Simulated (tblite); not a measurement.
A tight-binding relaxation on `[SiH3]CCc1ncc[se]1`.

Computed with GFN2-xTB geometry optimisation, gas phase (tblite 0.8.0). Start geometry: from a force field or distance geometry. The command runs a driver script over a list of jobs; the input below is this job's line of settings and its coordinates in Å.

Command:
```bash
OMP_NUM_THREADS=1 python probes_run.py task.json out
```

Input:
```
{"job": {"kind": "relax", "xc": "GFN2-xTB", "basis": "xTB"}, "charge": 0, "multiplicity": 1}
Si    -1.809800     0.881900    -0.768100
C     -1.603100    -0.925400    -0.448800
C     -0.791200    -1.147100     0.826800
C      0.552600    -0.509000     0.693000
N      1.013800     0.116300    -0.295800
C      2.164200     0.667600    -0.445700
C      3.083400     0.613900     0.570700
Se     2.102500    -0.434800     2.026100
H     -0.619800     1.445700    -1.399900
H     -1.977500     1.529700     0.562800
H     -3.026200     1.171300    -1.556700
H     -2.635100    -1.356400    -0.342800
H     -1.094500    -1.361200    -1.329600
H     -0.591900    -2.229500     0.991300
H     -1.318300    -0.695000     1.703300
H      2.456800     1.206500    -1.378700
H      4.087400     1.037400     0.582100
```

**Question.** What does the run print?

**Answer.** 
```
step      E/eV     max force
  0    -627.51598    4.350
  1    -627.91463    2.068
  2    -628.07672    1.334
  3    -628.22340    0.865
  4    -628.28289    0.669
  5    -628.33804    0.539
  6    -628.37196    0.567
  7    -628.42268    0.521
  8    -628.45015    0.514
  9    -628.46660    0.318
... (121 lines left out)
131    -628.60416    0.029
132    -628.60426    0.025
133    -628.60435    0.022
134    -628.60444    0.021
135    -628.60452    0.020
136    -628.60462    0.024
137    -628.60470    0.021
138    -628.60477    0.014
139    -628.60479    0.012
140    -628.60481    0.007
```

«max force» is the largest atomic force in eV/Å.

**Question.** From which step on does the largest force stay under 0.1 eV/Å, and how much energy is left to gain from there?

**Answer.** From step 121 (0.080 eV/Å), 2.6 meV above the end.

In short: energy lowered by 25.1 kcal/mol over 140 steps; largest atomic force 0.007 eV/Å at the end.

**Question.** Give the final coordinates.

**Answer.** 0.451 Å rms from the input after alignment:
```
atom  x, y, z in Å
Si1   -1.6935    0.8761   -0.9551
C2    -1.5740   -0.9375   -0.3640
C3    -0.6993   -1.1124    0.8720
C4     0.6239   -0.4785    0.6578
N5     0.7820    0.5269   -0.1164
C6     2.0430    1.0101   -0.1822
C7     2.9807    0.3773    0.5668
Se8    2.2327   -1.0375    1.5142
H9    -0.8348    1.1553   -2.0993
H10   -1.5493    1.8067    0.1612
H11   -3.0844    1.0177   -1.4340
H12   -2.5669   -1.3260   -0.1390
H13   -1.1724   -1.5542   -1.1680
H14   -0.5698   -2.1687    1.1321
H15   -1.1791   -0.6221    1.7267
H16    2.2297    1.8576   -0.8187
H17    4.0245    0.6212    0.6358
```

The run took 0.76 s wall on one thread of an AMD EPYC 9B45, shared host with 48 logical CPUs at a one-minute load of 9.0.
Labels such as C1 count atoms from 1, the log's own numbers from 0.
